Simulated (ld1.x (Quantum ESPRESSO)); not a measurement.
**Before and after: TM potential for Ge**

- Element: Ge
- Generator: ld1.x (Quantum ESPRESSO) 7.5
- Type: norm-conserving Troullier–Martins (Kleinman–Bylander form)
- Functional: PBEsol
- Relativity: scalar-relativistic
- Frozen core: [Ar] 3d10
- Valence charge: 4
- Reference configuration: 4s2 4p2
- Partial waves: 4s (bound): rc 1.40 bohr; 4p (bound): rc 1.65 bohr; 4d channel at 0.05 Ry: rc 1.35 bohr
- Local potential: the d channel
- Core correction: a·sin(br)/r model core inside 1.15 bohr

All-electron outer shells of the reference configuration (PBEsol, scalar-relativistic, ld1.x):

```
shell  level (eV)  outermost node (bohr)  outermost maximum (bohr)
   3p     -115.43                   0.23                      0.54
   3d      -29.31                      –                      0.50
   4s      -11.74                   0.77                      1.75
   4p       -3.90                   0.82                      2.22
```

Change: core correction a·sin(br)/r model core inside 1.58 bohr.

Cutoffs: the cutoffs (Ry, on a coarse ladder) from which the occupation-weighted sum of valence levels, in a spherical-Bessel basis at the reference potential, stays within 10 and 1 mRy of its value at 400 Ry; they do not see the model core or the augmentation charge, which bear on the density cutoff. Errors are all-electron minus pseudo energies relative to the spin-unpolarised reference configuration.

Problem. How do hardness, ghosts and transferability respond?

Solution. The potential gets neither clearly harder nor softer (35 Ry and 80 Ry → 35 Ry and 80 Ry); both files keep a bound ghost (p, s); the errors of the 7 common tests hardly move. A wider model core is smoother and lowers the density cutoff, which this test does not measure.

```csv
quantity,base,changed
"cutoff, loose",35 Ry,35 Ry
"cutoff, tight",80 Ry,80 Ry
bound ghosts,"s, p","s, p"
"error for 4s2 4p1, meV [ΔE 7.45 eV]",-5.5,-6.0
"error for 4s2 4p0, meV [ΔE 22.90 eV]",-48,-52
"error for 4s1 4p0, meV [ΔE 57.69 eV]",-285,-308
"error for 4s2 4p2.3, meV [ΔE -0.88 eV]",0.0,0.0
"error for 4s1 4p3, meV [ΔE 7.98 eV]",-13,-13
"error for 4s1 4p2, meV [ΔE 16.18 eV]",-29,-31
"error for 4s0 4p4, meV [ΔE 16.21 eV]",-49,-49
s: phases at 1.80 bohr within 0.05 rad from the reference energy up to (Ry; the scan ends near 5),4.4,4.4
p: phases at 1.80 bohr within 0.05 rad from the reference energy up to (Ry; the scan ends near 5),to the end of the scan,to the end of the scan
d: phases at 1.80 bohr within 0.05 rad from the reference energy up to (Ry; the scan ends near 5),0.7,0.7
```

 A true bound ghost makes a file unfit for plane-wave use even where its test errors are small: the radial tests pick states by their node count and pass the ghost by.
